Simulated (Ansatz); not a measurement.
A run for Ansatz (an electronic-structure program): R-wB97M-V/def2-TZVPP on CH7N3W (SMILES [CH3][W](=[NH])(=[NH])[NH2]), atoms moved off the minimum. Elements past Kr take the def2 small-core potentials; no spin–orbit coupling.

Ansatz 0.2 input:
```yaml
crystal:
  periodic: [false, false, false]
  atoms:
    - {symbol: W, position_ang: [0.06828315, 0.04285779, -0.10782183]}
    - {symbol: N, position_ang: [1.02380350, -1.50940444, 0.13270126]}
    - {symbol: H, position_ang: [1.77023261, -2.09675196, -0.20856449]}
    - {symbol: N, position_ang: [0.43803256, 1.11597808, -1.24628405]}
    - {symbol: H, position_ang: [0.92076694, 1.48317641, -2.11932142]}
    - {symbol: N, position_ang: [-1.86451401, -0.54089740, -0.17227240]}
    - {symbol: H, position_ang: [-2.56688264, 0.08763398, -0.65384665]}
    - {symbol: H, position_ang: [-2.25083302, -1.40591424, 0.13272095]}
    - {symbol: C, position_ang: [0.42251270, 1.06384343, 1.78774321]}
    - {symbol: H, position_ang: [1.40207228, 1.27557934, 1.87153535]}
    - {symbol: H, position_ang: [0.11366687, 0.45612830, 2.61343836]}
    - {symbol: H, position_ang: [-0.20802790, 1.93165586, 1.79111543]}
basis:
  gaussian:
    orbitals: def2-TZVPP
hamiltonian:
  xc: {name: wB97M-V}
scf: {lower_state_search: off}
output: {forces: true}
```

The head of its log:

```
WARN ansatz: RAYON_NUM_THREADS=8 ignored (pool sized by the plan → 8); use --threads N
Functional definition: wB97M-V
these checks for a lower state are left out or cut short: stability, starts, cluster_reference, orbital_swaps, neighbouring_geometries, increment
integrals: 0.29 GiB planned
1398 factors; their error is unknown
integrals: 0.34 GiB planned
351 factors; integrals over basis functions are off by at most 8.3e-6 eV
0.42 GiB of the device are held for the grids
1.77 GiB of device memory are held for the factors and their scratch space
mean field: 2.02 GiB planned
mean field evaluation 1: about -7428.7101 eV, gradient 9.5e1 eV
mean field evaluation 2: about -7403.5867 eV, gradient 1.5e2 eV
```

Q: Predict the final total energy.

A: -273.6170 hartree.
